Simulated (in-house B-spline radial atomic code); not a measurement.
Values are calculated unless marked as measured or tabulated.
## Ti in electron gases of falling density

A nucleus sits in a uniform electron gas with a rigid positive background. The Kohn-Sham equations are solved self-consistently in the spin-unpolarised LDA (PW92), non-relativistic, on B-splines with outgoing waves at the boundary and partial waves to l = 8. The model has no lattice, no bands and no magnetic solution. Atomic units; δ_l are the phase shifts at the Fermi level, counted so that each bound state adds π, and good to about 0.0005. A narrow, partly filled d or f resonance in a thin gas would split by spin, so such rows rest on a solution that is probably unstable.

| r_s (bohr) | k_F | δ0/π | δ1/π | δ2/π | shallowest bound level (hartree) | σ_tr (bohr²) | Q (a.u.) |
| --- | --- | --- | --- | --- | --- | --- | --- |
| 1.5 | 1.2794 | 2.569 | 1.809 | 0.539 | p -0.47 | 35.47 | 3.210 |
| 1.65 | 1.1631 | 2.625 | 1.851 | 0.522 | p -0.559 | 45.67 | 2.823 |
| 1.8 | 1.0662 | 2.676 | 1.887 | 0.505 | p -0.639 | 56.56 | 2.469 |
| 2 | 0.9596 | 2.736 | 1.925 | 0.484 | p -0.729 | 71.40 | 2.044 |
| 2.07 | 0.9271 | 2.756 | 1.937 | 0.477 | p -0.757 | 76.55 | 1.910 |
| 2.2 | 0.8723 | 2.792 | 1.957 | 0.464 | p -0.804 | 85.93 | 1.681 |
| 2.4 | 0.7996 | 2.843 | 1.982 | 0.446 | p -0.866 | 99.74 | 1.377 |
| 2.67 | 0.7188 | 2.906 | 2.010 | 0.423 | p -0.932 | 116.95 | 1.054 |
| 3 | 0.6397 | 2.977 | 2.034 | 0.397 | p -0.994 | 136.02 | 0.769 |
| 3.3 | 0.5816 | 3.036 | 2.050 | 0.377 | p -1.04 | 152.52 | 0.589 |
| 3.6 | 0.5331 | 3.090 | 2.061 | 0.360 | p -1.07 | 169.60 | 0.463 |
| 4 | 0.4798 | 3.156 | 2.069 | 0.340 | p -1.1 | 195.89 | 0.351 |

Q = n k_F σ_tr, with n = 3/(4π r_s³).

Q: How does the screening charge move between partial waves as the gas thins?

A: By (2/π)(2l + 1) δ_l, at r_s = 1.5 it is s 5.14, p 10.86, d 5.39, f and beyond 0.61, and at r_s = 4 s 6.31, p 12.41, d 3.40, f and beyond -0.14. The free atom is [Ar] 3d2 4s2.

Q: What end-to-end powers of r_s do the first and last rows give for σ_tr and Q?

A: σ_tr goes as r_s^+1.74 and Q as r_s^-2.26. Since n k_F/k_F² goes as r_s⁻², Q = 4π n Σ/k_F would fall as r_s⁻² at fixed phase shifts; the sum Σ (l + 1) sin²(δ_l − δ_(l+1)) is 4.620 in the first row and 3.588 in the last, and ranges from 3.59 to 5.24 between them, so these powers are no law.
